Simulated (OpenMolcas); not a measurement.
# Ce3+: ligand-field states by method

Ce3+ with 6 ligands (iodide, oxide on the axis) in tetragonal octahedral coordination (D4h) at 3.14 Å, the axial distance 2.390 Å. A charge of +0.833 e stands 2.8 Å behind each ligand. Ligand basis ANO-RCC-VDZP.
```
Ce    0.0000    0.0000    0.0000
I     3.1400    0.0000    0.0000
I     0.0000    3.1400    0.0000
I    -3.1400    0.0000    0.0000
I     0.0000   -3.1400    0.0000
O     0.0000    0.0000    2.3895
O     0.0000    0.0000   -2.3895
```

```
Program             : OpenMolcas 26.06
Basis               : ANO-RCC-VDZP [7s6p4d2f1g]
Scalar Hamiltonian  : DKH2, point nucleus
Active space        : 1 electron in 7 orbitals (4f)
State averaging     : 2S+1 = 2 odd, 7 roots
Spin-orbit coupling : state interaction with AMFI integrals over the reference wave functions
```

I. CASSCF
II. SS-CASPT2, IPEA 0.25 Eh, imaginary shift 0.1 Eh (closed shells correlated: 5s 5p and the ligand valence shells)

Spin-free states (labels of D4, the rotations of D4h) in cm-1, each column counted from its own energy of the first state listed:

```tsv
State	Degeneracy	I	II
2E	2	0	0
2B1	1	1232	1590
2B2	1	1237	1570
2E	2	3122	3470
2A2	1	4380	5020
```

From I to II, I's first state of the same spin (2B1) moves from 1232 to 1590 cm-1, by about +360 cm-1. In II another state of that kind comes below it.

χT at 300 K: I 0.62, II 0.60 cm3 K/mol.

Over all roots computed the reference weight is 0.68 in II; a low but even weight reflects the number of correlated electrons. Splittings of an f shell from a small cluster at a set distance can be off by tens of per cent, mostly too small (holds for II). No measured value stands beside these numbers; the geometry is a model, was not optimised and need not be the one that this ion takes.
